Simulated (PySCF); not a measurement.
Sn(H)2(Cl)(OMe) (CH₅ClOSn), SMILES C[O][SnH2][Cl].

Geometry: PBE-D3(BJ)/def2-SVP. The def2 effective core potentials stand for the cores of Sn; spin–orbit coupling is left out. One conformer was computed; it need not be the lowest.

Computed with PySCF with PBE-D3(BJ)/def2-SVP.

Frequencies are harmonic and unscaled.

| mode | ν (cm⁻¹) | IR (km/mol) | moving atoms (share of kinetic energy) |
|---|---|---|---|
| 1 | 54 | 3.1 | C 34 %, Cl 29 %, H 22 %, Sn 9 % |
| 2 | 118 | 2.6 | H 77 %, O 13 % |
| 3 | 147 | 6.9 | H 38 %, O 36 %, C 15 %, Cl 8 % |
| 4 | 217 | 6.3 | O 37 %, H 25 %, C 23 %, Sn 11 % |
| 5 | 356 | 40.0 | Cl 77 %, Sn 23 % |
| 6 | 420 | 39.4 | H 84 % |
| 7 | 491 | 5.5 | H 90 % |
| 8 | 542 | 36.9 | O 69 %, H 13 %, Sn 11 % |
| 9 | 611 | 130.2 | H 97 % |
| 10 | 636 | 105.4 | H 99 % |
| 11 | 1076 | 169.5 | O 50 %, C 45 % |
| 12 | 1129 | 0.8 | H 76 %, C 19 % |
| 13 | 1146 | 0.0 | H 73 %, C 20 % |
| 14 | 1412 | 8.2 | H 93 % |
| 15 | 1414 | 8.1 | H 94 % |
| 16 | 1427 | 21.5 | H 94 % |
| 17 | 1846 | 99.5 | H 99 % |
| 18 | 1904 | 114.5 | H 99 % |
| 19 | 2892 | 92.5 | H 97 % |
| 20 | 2962 | 43.1 | H 91 %, C 9 % |
| 21 | 3015 | 27.1 | H 91 %, C 9 % |
